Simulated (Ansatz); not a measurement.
Ge4H10Si, SMILES `[SiH2]1[GeH2][GeH2][GeH2][GeH2]1`, relaxed with RKS PBE0-D4/def2-TZVP in Ansatz from a GFN2-xTB geometry. The force threshold is 0.005 eV/Å; the program also tests the step.

Total charge 0; spin multiplicity 1.

Start:

```xyz
15

Si    0.364   -0.544   -1.983
Ge    1.443    1.158   -0.742
Ge    0.376    1.426    1.406
Ge   -1.211   -0.369    1.598
Ge   -0.968   -1.696   -0.403
H     1.328   -1.433   -2.634
H    -0.489    0.057   -3.012
H     1.515    2.486   -1.464
H     2.913    0.872   -0.525
H    -0.293    2.776    1.546
H     1.366    1.439    2.550
H    -2.620    0.157    1.755
H    -1.022   -1.173    2.865
H    -0.380   -3.039   -0.026
H    -2.322   -2.117   -0.931
```

```json
{"step": "1", "energy (eV)": "-234083.4678", "largest force (eV/Å)": "0.549", "largest move (Å)": "0.000"}
{"step": "2", "energy (eV)": "-234083.6213", "largest force (eV/Å)": "0.167", "largest move (Å)": "0.112"}
{"step": "3", "energy (eV)": "-234083.6460", "largest force (eV/Å)": "0.089", "largest move (Å)": "0.078"}
{"step": "4", "energy (eV)": "-234083.6531", "largest force (eV/Å)": "0.016", "largest move (Å)": "0.098"}
{"step": "5", "energy (eV)": "-234083.6581", "largest force (eV/Å)": "0.226", "largest move (Å)": "0.195"}
{"step": "6", "energy (eV)": "-234083.6615", "largest force (eV/Å)": "0.158", "largest move (Å)": "0.022"}
{"step": "7", "energy (eV)": "-234083.6682", "largest force (eV/Å)": "0.011", "largest move (Å)": "0.085"}
{"step": "8", "energy (eV)": "-234083.6734", "largest force (eV/Å)": "0.094", "largest move (Å)": "0.196"}
{"step": "9", "energy (eV)": "-234083.6752", "largest force (eV/Å)": "0.093", "largest move (Å)": "0.076"}
{"step": "10", "energy (eV)": "-234083.6762", "largest force (eV/Å)": "0.048", "largest move (Å)": "0.022"}
{"step": "11", "energy (eV)": "-234083.6768", "largest force (eV/Å)": "0.006", "largest move (Å)": "0.011"}
{"step": "12", "energy (eV)": "-234083.6768", "largest force (eV/Å)": "0.001", "largest move (Å)": "0.006"}
{"step": "13", "energy (eV)": "-234083.6769", "largest force (eV/Å)": "0.008", "largest move (Å)": "0.019"}
{"step": "14", "energy (eV)": "-234083.6769", "largest force (eV/Å)": "0.011", "largest move (Å)": "0.006"}
{"step": "15", "energy (eV)": "-234083.6769", "largest force (eV/Å)": "0.005", "largest move (Å)": "0.003"}
```

End:

```xyz
15

Si    0.164   -0.377   -1.966
Ge    1.586    1.045   -0.684
Ge    0.343    1.470    1.369
Ge   -1.281   -0.343    1.546
Ge   -0.811   -1.817   -0.335
H     0.890   -1.112   -3.037
H    -0.911    0.444   -2.589
H     1.958    2.347   -1.415
H     2.886    0.294   -0.338
H    -0.382    2.826    1.282
H     1.281    1.502    2.589
H    -2.709    0.221    1.424
H    -1.166   -1.081    2.891
H     0.221   -2.875    0.100
H    -2.070   -2.544   -0.837
```

Hardware: 6 threads of an AMD EPYC 7R13 on a shared host and a share of an NVIDIA H100 80 GB. Wall time 38 s, peak host memory 1.2 GiB.
